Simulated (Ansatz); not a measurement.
Reaction (atomization): `CSC#[C][AlH2]` → Al• + 3 C• + 5 H• + S•

Program: Ansatz. Geometries: PBE0-D4/def2-TZVP. ΔE: electronic, gas phase. CBS: MP2 limit from def2 TZ/QZ plus the TZ coupled-cluster correction, frozen cores. This one scheme is used for every species, atoms too. Functionals use def2-TZVPP. B3LYP here is the variant with VWN-RPA as its local correlation; programs differ in this. No spin–orbit coupling; open shells (•) take unrestricted orbitals. Spin–orbit coupling would lower the free atoms: a little for Al, C, S.

```json
{"level": "B3LYP-D4", "ΔE (eV)": "38.03"}
{"level": "ωB97X-V", "ΔE (eV)": "38.08"}
{"level": "PBE", "ΔE (eV)": "38.78"}
{"level": "PBE0", "ΔE (eV)": "38.05"}
{"level": "B3LYP", "ΔE (eV)": "37.69"}
{"level": "HF/def2-QZVPP", "ΔE (eV)": "27.67"}
{"level": "MP2/CBS(def2)", "ΔE (eV)": "38.84"}
{"level": "CCSD/CBS(def2)", "ΔE (eV)": "37.28"}
```

Q: What does CCSD(T)/CBS give? (Estimate.)

A: Ansatz gave: +38.00 eV. The listed levels differ from it by 0.03, 0.08, 0.78, 0.05, -0.31, -10.33, 0.84, -0.72 eV.

Largest T1 diagnostic among the species: 0.018.

The D4 term adds +0.35 eV with B3LYP and +0.18 eV with PBE0; it sums over pairs of atoms, weighted by their polarisabilities, and B3LYP, whose exchange is more repulsive, gets the larger term. From PBE to PBE0 (25 % exact exchange), in def2-TZVPP and without D4, ΔE moves by −0.73 eV: exact exchange takes away binding that semilocal exchange gives to molecules. In def2-TZVPP, CCSD(T) changes the Hartree–Fock value by +9.34 eV (the triples alone add +0.72 eV) and MP2 by +10.19 eV; breaking electron pairs costs correlation energy, which Hartree–Fock lacks.

For atomizations the MP2-based limit and the directly extrapolated one differ by several kJ/mol either way, and by 10 to 25 for some Ge, Se and Sn compounds, so smaller differences from it don't rank the levels.
